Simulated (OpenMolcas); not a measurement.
**Kr V: the spin-orbit constant, worked from levels**

* Program: OpenMolcas
* Basis: ANO-RCC-VQZP [7s6p4d2f1g]
* Scalar Hamiltonian: DKH2, point nucleus
* Active space: 4 electrons in 4 orbitals (4s 4p)
* State averaging: 2S+1 = 3 even, 6 roots; 2S+1 = 1 even, 11 roots; 2S+1 = 5 odd, 1 root; 2S+1 = 3 odd, 9 roots; 2S+1 = 1 odd, 8 roots
* Spin-orbit coupling: state interaction with AMFI integrals over the reference wave functions, term energies averaged over their components

Methods: CASSCF; MS-CASPT2, IPEA 0.25 Eh, imaginary shift 0.1 Eh (closed shells correlated: 3d). Measured levels: Saloman, J. Phys. Chem. Ref. Data 36, 215 (2007).

**The spin-orbit constant.** For the Hund term 3P of p2, E(J) = (A/2) J(J+1) + constant and ζ = 2S·A = 2A. From J = 0 to J = 2 the energy changes by 3 A.

```tsv
Source	E(2) - E(0)	A	ζ
CASSCF	7065.1	2355.0	4710
MS-CASPT2	6873.2	2291.1	4582
measured	7595.3	2531.8	5064
```

All in cm-1. MS-CASPT2 is off by -9.5 % and CASSCF by -7.0 %. Both methods take the spin-orbit matrix elements from the reference wave functions, so the second can move ζ only through the term energies and any multistate remixing. Second-order mixing with other terms is absorbed into this ζ.

Over all roots computed the reference weight is 0.87 to 0.98 in MS-CASPT2; the roots of lowest weight are the least certain, and an intruder state may touch them. Computed and measured levels are paired by configuration, term and J; levels that our copy of the source lacks, or whose pairing is in doubt (as where it misses far off the trend of its configuration), stay unpaired and out of the deviations. Levels of configurations outside the active space are missing.
